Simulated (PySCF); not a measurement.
PySCF input file for C3H6O2Si, SMILES C=C=C[SiH](O)O, KT2/pcSseg-1. Geometry optimised at PBE0-D3(BJ)/def2-SVP. This is a generated structure with no PubChem entry under its InChIKey; it may be hypothetical. Other conformers were not sampled.

```python
import numpy as np
from pyscf import gto, scf, dft
from pyscf.prop.nmr import rks as nmr

mol = gto.M(
    atom='''
    C     2.53752548    0.94115700   -0.88686471
    C     1.32977079    0.47772184   -1.09226712
    C     0.11010974    0.02037134   -1.22256891
    Si   -0.98526182   -0.06428216    0.28147684
    O    -1.38509655   -1.66912492    0.43918518
    O    -0.17410086    0.54777587    1.59024522
    H     2.75888431    2.00759707   -0.99672819
    H     3.36307467    0.27042907   -0.62760346
    H    -0.23465593   -0.32762069   -2.20516880
    H    -2.22060380    0.75488939    0.16455835
    H    -2.04299163   -1.87828980    1.10901868
    H     0.77910111    0.40823653    1.59000908
    ''',
    basis='pcSseg-1',
    charge=0,
    spin=0,
    max_memory=1600,
    verbose=3,
)
mf = dft.RKS(mol, xc='kt2')
mf.grids.level = 3
mf.conv_tol = 1e-10
mf.max_cycle = 100
mf.kernel()
n = nmr.NMR(mf)
n.verbose = 2
n.max_cycle_cphf = 60
sigma = n.kernel()
print('atom   isotropic/ppm   span/ppm')
for i, s in enumerate(sigma):
    w = np.linalg.eigvalsh((s + s.T) / 2)
    print(f'{mol.atom_symbol(i):2s}{i + 1:3d} {w.mean():14.3f} {w[2] - w[0]:11.3f}')
```

Log of the run:

```
converged SCF energy = -564.627467178143
atom   isotropic/ppm   span/ppm
C   1        116.132     128.893
C   2        -27.589      86.606
C   3        106.816     125.596
Si  4        390.949      63.517
O   5        249.819      74.816
O   6        268.460      82.443
H   7         26.561       5.879
H   8         26.626       5.721
H   9         26.176       4.587
H  10         26.134       9.082
H  11         29.157      18.437
H  12         28.733      19.173
```

The calculation finished and met its thresholds.
